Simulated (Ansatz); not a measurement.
Frontier orbitals of C₄H₁₃NSi (`CCN([SiH3])CC`).

The species carries charge 0 and has multiplicity 1. All single points use the PBE0-D4/def2-TZVP geometry. It is one conformer, not always the lowest. Basis def2-TZVPP, Ansatz.

```json
{"functional": "PBE", "HOMO (eV)": "-5.01", "LUMO (eV)": "-0.01", "gap (eV)": "5.00"}
{"functional": "r2SCAN", "HOMO (eV)": "-5.24", "LUMO (eV)": "0.45", "gap (eV)": "5.69"}
{"functional": "PBE0", "HOMO (eV)": "-6.29", "LUMO (eV)": "0.83", "gap (eV)": "7.12"}
{"functional": "r2SCAN0", "HOMO (eV)": "-6.46", "LUMO (eV)": "1.13", "gap (eV)": "7.59"}
{"functional": "BHLYP", "HOMO (eV)": "-7.54", "LUMO (eV)": "1.59", "gap (eV)": "9.13"}
{"functional": "CAM-B3LYP", "HOMO (eV)": "-7.66", "LUMO (eV)": "1.73", "gap (eV)": "9.39"}
{"functional": "ωB97M-V", "HOMO (eV)": "-8.60", "LUMO (eV)": "2.39", "gap (eV)": "10.99"}
```

A quarter of exact exchange (PBE0) shifts PBE's HOMO by −1.29 eV and its LUMO by +0.84 eV; full exchange at long range (ωB97M-V) shifts them by −3.59 and +2.40 eV. The gap opens from 4.99 to 10.99 eV, since occupied levels lose self-interaction and empty ones feel all the electrons. A positive LUMO is unbound and depends on the basis.
